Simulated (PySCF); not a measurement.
Work out the structure from these simulated measurements.

Formula: C10H10O.

* 1H NMR: chemical shifts (computed TMS as zero) by class: 8.61 (1 H), 8.04 (2 H), 7.69 (1 H), 7.63 (2 H), 6.94 (1 H), 2.17 (3 H) ppm [GIAO HF/pcSseg-2]
* Polarisability: 131.7 au [wB97X-D/def2-SVPD]
* Rotational structure: rotational constants A, B, C: 3.562, 0.477, 0.422 GHz [PBE0-D3(BJ)/def2-SVP]
* NMR, other nuclei: isotropic shieldings of nuclei other than C and H, by class: -250 (1 O) ppm [GIAO HF/pcSseg-2]
* UV, first state: lowest singlet excitation: 3.77 eV (329 nm, f = 0.000) [TDDFT wB97X-D/def2-SVPD]
* 13C NMR: chemical shifts (computed TMS as zero) by class: 204.3 (1 C), 158.6 (1 C), 142.8 (1 C), 141.8 (1 C), 140.4 (2 C), 137.6 (2 C), 124.0 (1 C), 30.4 (1 C) ppm [GIAO HF/pcSseg-2]

Electronic properties: PySCF, gas phase, density fitting. Levels stand in brackets. One conformer (not necessarily the lowest) at the PBE0-D3(BJ)/def2-SVP geometry, without solvent, vibrations or thermal averaging. NMR classes are plain means over equivalent atoms (diastereotopic ones count apart unless rotation or inversion swaps them), as if these changed places fast.

**Question.** Give a SMILES that accounts for the data.

**Answer.** Numbering: `[CH3:1][C:2](=[O:3])/[CH:4]=[CH:5]/[c:6]1[cH:7][cH:8][cH:9][cH:10][cH:11]1`. Its formula, C10H10O, gives 6 degrees of unsaturation: 1 ring and 5 π bonds in the structure found (Kekulé form). 10 carbons fall into 8 classes; from least to most shielded: ketone carbonyl carbon [C2] (204.3 ppm), alkene CH carbon [C5] (158.6 ppm), substituted aromatic carbon [C6] (142.8 ppm), aromatic CH carbon [C9] (141.8 ppm), aromatic CH carbon [C7/C11] (140.4 ppm, 2 C, up to 8.4 ppm apart in this geometry), aromatic CH carbon [C8/C10] (137.6 ppm, 2 C), alkene CH carbon [C4] (124.0 ppm), methyl carbon next to a carbonyl [C1] (30.4 ppm). Hydrogen classes from least to most shielded: 1 H on an alkene CH carbon, C5 (8.61 ppm), 2 H on the ortho carbons, C7/C11 (8.04 ppm, a mean of values up to 0.5 ppm apart in this geometry), 1 H on the para carbon, C9 (7.69 ppm), 2 H on the meta carbons, C8/C10 (7.63 ppm), 1 H on an alkene CH carbon, C4 (6.94 ppm), 3 H on a methyl carbon next to a carbonyl, C1 (2.17 ppm). The other shieldings belong to: -250 ppm, ketone oxygen [O3]. S1 is mainly HOMO−1→LUMO (weight 0.81); the largest Löwdin shares of the orbital it empties are 0.64 on the ketone oxygen, 0.11 on the ketone carbonyl carbon, 0.10 on the methyl carbon next to a carbonyl and 0.09 on an alkene CH carbon, of the orbital it fills 0.18 on an alkene CH carbon, 0.14 on an alkene CH carbon, 0.12 on the ketone carbonyl carbon and 0.10 on the ketone oxygen. By its constants the optimised geometry is an asymmetric top. Structure: `CC(=O)/C=C/c1ccccc1`. Computed isomers that give other values at the same levels: `C[C@H]1Cc2ccccc2C1=O` (rotational constant A: 2.338 GHz; this holds for the one conformer computed); `O=C(c1ccccc1)C1CC1` (rotational constant A: 3.009 GHz; this holds for the one conformer computed); `O=C1CCCc2ccccc21` (rotational constant A: 1.887 GHz; this holds for the one conformer computed). The assignments are read from this structure; whether some other isomer fits the data as well wasn't checked.

The values belong to the conformer `[CH3:1][C:2](=[O:3])/[CH:4]=[CH:5]/[c:6]1[cH:7][cH:8][cH:9][cH:10][cH:11]1`: C1–C2–C4–C5 180°, C4–C5–C6–C7 178°.
